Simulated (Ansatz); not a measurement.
Relaxation of H2N2Te (5 atoms, charge 0, multiplicity 1), to a largest force component of 0.02 eV/Å in at most 40 steps.

Theory: Ansatz 0.2.0, RKS PBE0-D4/def2-SVP.

```xyz
5
Properties=species:S:1:pos:R:3:forces:R:3
N -0.536 -0.025 -1.516 1.17 -0.18 -1.98
N 0.458 -0.257 -1.953 -1.02 0.22 0.43
Te -0.739 -0.060 1.250 -0.63 -0.14 1.68
H 0.641 -0.940 1.185 0.33 -0.34 -0.01
H 0.175 1.282 1.034 0.15 0.43 -0.12
```

Where does it end, and by what steps?

The run converged. The force dipped under the threshold on the way, but the program's further checks kept it going. After 32 steps the energy has fallen by 0.549 eV; N1 moved furthest, 1.07 Å.

```csv
step,energy less start (eV),largest force component (eV/Å),accepted
0,0.0000,1.976,yes
2,-0.4839,2.135,yes
4,-0.5385,0.463,yes
6,-0.5427,0.155,yes
8,-0.5427,0.161,yes
10,-0.5432,0.246,yes
12,-0.5442,0.082,yes
14,-0.5447,0.012,yes
16,-0.5451,0.190,yes
18,-0.5458,0.145,yes
20,-0.5465,0.157,yes
22,-0.5480,0.103,yes
24,-0.5483,0.026,yes
26,-0.5484,0.048,yes
28,-0.5485,0.107,yes
30,-0.5486,0.001,yes
32,-0.5487,0.020,yes
```

```xyz
5
Properties=species:S:1:pos:R:3
N -0.496 -0.096 -2.587
N 0.364 -0.226 -1.916
Te -0.608 -0.026 1.914
H 0.606 -0.980 1.296
H 0.134 1.328 1.293
```

Whether the end is a true minimum wasn't checked by a vibrational analysis.

The run took 32 s on 1 thread of Intel(R) Xeon(R) 6975P-C (Granite Rapids), on a shared host, peak memory 0.13 GiB.
